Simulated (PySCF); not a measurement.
# Absolute configuration from chiroptical data

Level of theory: PySCF, TDDFT PBE0/def2-SVPD circular dichroism and optical rotation, one conformer, gas phase. Geometry: GFN2-xTB.

States above about 7.7 eV lie in this functional's continuum (it starts at minus the energy of the highest occupied orbital, well below the true ionisation energy for most functionals) and depend on the basis.

Values for one enantiomer of C6H5F, R in 10⁻⁴⁰ esu² cm² (velocity form):
```
λ (nm)       f      R
   226  0.0006   +4.5
   217   0.005  -13.7
   189   0.001   +6.1
   184   0.010  -25.2
   181   0.007   +8.3
   178   0.022  +18.9
   174   0.369  -28.6
   167   0.026  +15.4
   162   0.037  +21.5
   159   0.026   -6.4
   157   0.009   -4.0
   156   0.018  +15.0
```

[α] at 589.3 nm: -173 deg dm⁻¹ (g/mL)⁻¹ (origin-invariant length gauge).

(1) Which structure gives these signs?
A. C#C[C@H]1C(=C)[C@@H]1F
B. C#C[C@@H]1C(=C)[C@H]1F

Results:

(1) A. Its CIP labels in SMILES order are S, R; the other enantiomer gives every sign reversed.

The signs above follow by mirror symmetry from the run on the other enantiomer. Geometry of C#C[C@@H]1C(=C)[C@H]1F as run:
```xyz
12

C     2.543    0.252   -1.027
C     1.620   -0.027   -0.317
C     0.507   -0.334    0.525
C    -0.881   -0.198    0.027
C    -1.847   -0.672   -0.714
C    -0.404    0.797    0.988
F    -0.864    0.763    2.274
H     3.360    0.480   -1.643
H     0.692   -1.129    1.241
H    -2.819   -0.206   -0.739
H    -1.708   -1.546   -1.330
H    -0.197    1.819    0.689
```
